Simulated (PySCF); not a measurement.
**Electron correlation in Ar²⁺ (argon, charge +2)**

[Ne] 3s2 3p4, high-spin 3P determinant. All numbers are calculated (PySCF 2.14, the spin-free X2C one-electron Hamiltonian (Gaussian nucleus), in cc-pVTZ-DK). Frozen: [Ne]; 6 electrons correlated.

MP2 pair energies summed by pair of shells (mhartree):

```json
{"pair": "3p-3p", "energy": "-61.22", "share (%)": "47.1"}
{"pair": "3s-3p", "energy": "-59.10", "share (%)": "45.5"}
{"pair": "3s-3s", "energy": "-9.64", "share (%)": "7.4"}
```

Total MP2 correlation energy: -129.96 mhartree.

Same-spin part -29.80 and opposite-spin part -100.16 mhartree; SCS-MP2 scales them by 1/3 and 6/5 to -130.13 mhartree.

```
  level  correlation energy (mhartree)
   CCSD                        -155.00
    (T)                          -3.85
CCSD(T)                        -158.85
```

Diagnostics: T1 = 0.0074, D1 = 0.0239, largest double amplitude 0.053.

Cost of the coupled-cluster step: 0.19 s of wall time on 1 thread of Intel(R) Xeon(R) 6975P-C (shared host), for 6 correlated electrons.
